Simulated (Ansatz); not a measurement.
`C[B]([GaH2])[TeH]` + NH₃ → `[NH2][GaH2]` + `CB[TeH]` at 700 K and 1 bar (cleavage of the Ga–B bond).

Program: Ansatz. Geometries: PBE0-D4/def2-TZVP. ΔE: electronic, gas phase. CBS: MP2 limit from def2 TZ/QZ plus the TZ coupled-cluster correction, frozen cores. This one scheme is used for every species. Elements past krypton have def2 core potentials. For Ga, Te outer-core shells are correlated without core-valence functions, which leaves a few kJ/mol of doubt a bond. Scalar relativity is left out up to krypton.

```tsv
species	CCSD(T)/CBS energy (Eh)	H − E (kJ/mol)	S (J/(mol·K))
`C[B]([GaH2])[TeH]`	-2258.11451	240.6	510.7
NH₃	-56.50880	116.9	226.5
`[NH2][GaH2]`	-1981.05479	148.0	331.7
`CB[TeH]`	-333.59211	203.9	394.8
```

H − E and S are ideal-gas, rigid-rotor, harmonic terms from PBE0-D4/def2-TZVP. 1 Eh = 2625.50 kJ/mol, R = 8.31446 J/(mol·K).

Task: By hand: ΔE, ΔH, ΔS and ΔG.

Result: ΔE = (-1981.05479) + (-333.59211) − (-2258.11451) − (-56.50880) = -0.02359 Eh = -61.9 kJ/mol. Δ(H − E) = 148.0 + 203.9 − 240.6 − 116.9 = -5.6, so ΔH = -67.5 kJ/mol. ΔS = 331.7 + 394.8 − 510.7 − 226.5 = -10.7 J/(mol·K). ΔG = -67.5 − 700 × (-10.7)/1000 = -60.0 kJ/mol.

Task: By hand: the equilibrium constant, and the temperature at which ΔG would vanish if ΔH and ΔS stayed fixed.

Result: log₁₀ K = −ΔG/(RT ln 10) = 4.5. ΔG = 0 at ΔH/ΔS = 6308 K, far beyond where these terms or the molecules hold.

The number of gas molecules stays the same, so ΔS is small and ΔH decides. A doubt of 5 kJ/mol in ΔE shifts log₁₀ K by 0.4 here. These are equilibria of isolated gas molecules and say nothing of rates. Largest T1 diagnostic: 0.014 (customary marks: 0.02 for closed shells, 0.045 for open ones).
